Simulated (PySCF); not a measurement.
PySCF 2.14 output of an unrestricted r2SCAN calculation on a single atom or ion in aug-cc-pVQZ-PP with ECP60MDF, with scalar relativity through the core potential:

```
SCF conv_tol = 1e-09
number electrons alpha = 9  beta = 7
    J. W. Furness, A. D. Kaplan, J. Ning, J. P. Perdew, and J. Sun.,  J. Phys. Chem. Lett. 11, 8208-8215 (2020)
    J. W. Furness, A. D. Kaplan, J. Ning, J. P. Perdew, and J. Sun.,  J. Phys. Chem. Lett. 11, 9248-9248 (2020)
    J. W. Furness, A. D. Kaplan, J. Ning, J. P. Perdew, and J. Sun.,  J. Phys. Chem. Lett. 11, 8208-8215 (2020)
    J. W. Furness, A. D. Kaplan, J. Ning, J. P. Perdew, and J. Sun.,  J. Phys. Chem. Lett. 11, 9248-9248 (2020)
cycle= 1 E= -118.390350487888  delta_E= -0.00667  |g|= 0.0119  |ddm|= 0.062
cycle= 2 E= -118.390385005444  delta_E= -3.45e-05  |g|= 0.00194  |ddm|= 0.00528
cycle= 3 E= -118.39038548522  delta_E= -4.8e-07  |g|= 0.00146  |ddm|= 0.0015
cycle= 4 E= -118.390386042529  delta_E= -5.57e-07  |g|= 6.88e-05  |ddm|= 0.000646
cycle= 5 E= -118.390386044247  delta_E= -1.72e-09  |g|= 5.4e-06  |ddm|= 4.4e-05
cycle= 6 E= -118.390386044261  delta_E= -1.37e-11  |g|= 1.61e-07  |ddm|= 4.12e-06
converged SCF energy = -118.390386044261  <S^2> = 2.0018245  2S+1 = 3.0012161
```

The run itself started from symmetry-adapted Hartree-Fock orbitals and held the occupation by maximum overlap, on a logarithmic radial grid, so the iterations belong to that start.

Task: Which element, charge and spin multiplicity is this?

Result: Pt²⁺ (platinum, charge +2), multiplicity 3; the state was [Xe] 4f14 5d8, high-spin 3F determinant.

Energies and moments cover only the electrons outside the core potential. Spin-orbit coupling, absent here, splits the open shell strongly.
